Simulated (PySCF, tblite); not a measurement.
Species: C5H7FSi2.
Cartesian coordinates in Å at the GFN2-xTB level; atoms count from 1:
```xyz
15
C5H7FSi2 angstrom
F     -4.7433   -0.9755   -0.2073
C     -3.5869   -0.7470   -0.9234
C     -2.4602   -0.5061   -0.0432
C     -1.5506   -0.3105    0.7209
Si    -0.1321   -0.0071    1.8737
C      1.3452    0.2864    0.7974
C      2.3200    0.4801    0.1055
Si     3.8057    0.7736   -0.9562
H     -3.7755    0.1259   -1.5615
H     -3.4147   -1.6382   -1.5403
H     -0.4132    1.1917    2.6715
H      0.0806   -1.2043    2.6948
H      3.3982    0.6494   -2.3581
H      4.8157   -0.2328   -0.6174
H      4.3068    2.1224   -0.6784
```

Theory: CAM-B3LYP/def2-SVPD in PySCF (dipole) on a GFN2-xTB geometry, gas phase.

Take the most abundant isotopes and a rigid rotor. 

Task: Give the principal moments of inertia and the rotational constants in cm⁻¹.

Result: Ia = 174.88, Ib = 1310.88, Ic = 1470.61 u·Å²; 505379 MHz·u·Å²/I gives 2890, 385.5 and 343.7 MHz, that is A = 0.09640, B = 0.01286, C = 0.01146 cm⁻¹.

Task: Classify the top.

Result: A near-prolate asymmetric top. Ray's parameter κ = (2B − A − C)/(A − C) = -0.967; −1 is the prolate and +1 the oblate limit.

Task: What does the inertial defect say?

Result: Not planar: Δ = Ic − Ia − Ib = -15.16 u·Å². For a rigid frame Δ = −2 Σ m c², so Σ m c² = 7.58 u·Å² lies off the ab plane, practically all of it from hydrogen. The atom farthest from that plane is 1.22 Å away.

Task: Give the other two planar moments, Paa and Pbb, and the rms extents of the mass along the axes.

Result: Paa = Σ m a² = (Ib + Ic − Ia)/2 = 1303.30 and Pbb = Σ m b² = (Ia + Ic − Ib)/2 = 167.30 u·Å². With the mass M = 142.01 u, the rms extents √(P/M) along a, b and c are 3.03, 1.09, 0.23 Å.

Task: Predict some low-J microwave lines.

Result: The dipole components are |μa| = 1.62 D, |μb| = 1.12 D, |μc| = 0.00 D; the mirror of this Cs structure is the ab plane, so μc vanishes by symmetry and there are no c-type lines. Intensities carry the squares of the components, which stand as 1.00 : 0.48 (a : b). Some lines, for components of 0.1 D or more:

| type | branch | J(Ka,Kc) | MHz | lower level (cm⁻¹) |
| --- | --- | --- | --- | --- |
| a | R | 3(2,2) ← 2(2,1) | 2188 | 0.410 |
| a | R | 4(1,4) ← 3(1,3) | 2832 | 0.226 |
| a | R | 5(4,2) ← 4(4,1) | 3647 | 1.591 |
| b | R | 2(1,2) ← 1(0,1) | 3921 | 0.024 |
| b | Q | 2(2,1) ← 2(1,2) | 7639 | 0.155 |
| b | Q | 3(2,2) ← 3(1,3) | 7702 | 0.226 |
| b | R | 4(2,3) ← 3(1,2) | 10367 | 0.234 |
| b | Q | 3(3,0) ← 3(2,1) | 12624 | 0.483 |
| b | R | 5(3,3) ← 4(2,2) | 16268 | 0.580 |
| b | Q | 4(4,0) ← 4(3,1) | 17676 | 1.001 |

Its lowest GFN2-xTB frequency is 12i cm⁻¹, too small to tell a flat minimum from a shallow saddle. Zero-point vibration and centrifugal distortion are left out. A rigid rotor knows nothing of internal rotation, which can split or shift real lines.
